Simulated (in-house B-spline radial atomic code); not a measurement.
# RPA and G0W0 on CAM-B3LYP: Al²⁺

Configuration [Ne] 3s1, highest spin, mean-field start CAM-B3LYP. Computed with an all-electron radial atomic-structure program (B-spline basis): all electrons, non-relativistic, point nucleus, each spin shell either full or empty, empty states to l = 9 with an (l + 1/2)⁻⁴ tail; G0W0 by contour deformation at full frequency.

RPA overbinds a lone outer s electron by self-correlation, and G0W0 tends to as well.

Command:
```bash
python run_gw.py task.json out
```
Settings (radii: box in bohr, nucleus in fm):
```
Z                        13
electrons                11
configuration            [Ne] 3s1
hamiltonian              nr
method                   camb3lyp
lmax                     9
spin_polarised           True
box_radius               17.55
intervals                48
ion_configuration        [He] 2s2 2p6
```

Time taken, with all properties: 2.1 s on 1 thread of Arm Neoverse V1 (shared host).

Energies (hartree):

| term | value |
| --- | --- |
| mean-field total | -241.46063 |
| Hartree-Fock functional on these orbitals | -241.02344 |
| direct second order | -0.6979 |
| second-order exchange | 0.25632 |
| SOSEX correction | 0.2353 |

(1) What is the RPA correlation energy, and what remains with SOSEX?

Quasi-particle levels (eV):

```csv
level,occupied,mean field,Σx - vxc,Σc,QP weight,G0W0
3s up,yes,-26.913,-1.19,?,?,?
2p down,yes,-96.04,-11.75,3.13,0.896,-104.66
2p up,yes,-96.26,-11.87,3.17,0.886,-104.96
3s down,no,-20.958,3.85,-1.61,0.946,-18.718
```

G0W0 = mean field + (Σx - vxc) + Σc, with Σc (partial-wave tail included) taken at the quasi-particle energy. Only the outer levels were computed. Levels of low weight are left out.

(2) Where does G0W0 put 3s up?

(3) What does it cost to remove one electron (to [He] 2s2 2p6) by differences of total energies, each species on its own start (correlation terms add to the Hartree-Fock functional)?

Answers

(1) RPA gives -0.62125 hartree (-1.54 eV per electron); RPA + SOSEX gives -0.38595, and the second-order doubles -0.44158 hartree (no singles). SOSEX takes back 38 % of the RPA value.

(2) At -29.082 eV, with Σc = -0.98 eV and a quasi-particle weight of 0.968. The tabulated removal energy is 28.448 eV (NIST, measured); the calculation leaves out relativity, Breit and QED terms, and what these don't explain is the method's own error.

(3) CAM-B3LYP 29.020 eV, Hartree-Fock functional 28.008 eV, + RPA 28.858 eV, + RPA + SOSEX 28.340 eV, + second order 28.437 eV. Tabulated: 28.448 eV (NIST, measured); the calculation leaves out relativity, Breit and QED terms, and what these don't explain is the method's own error.
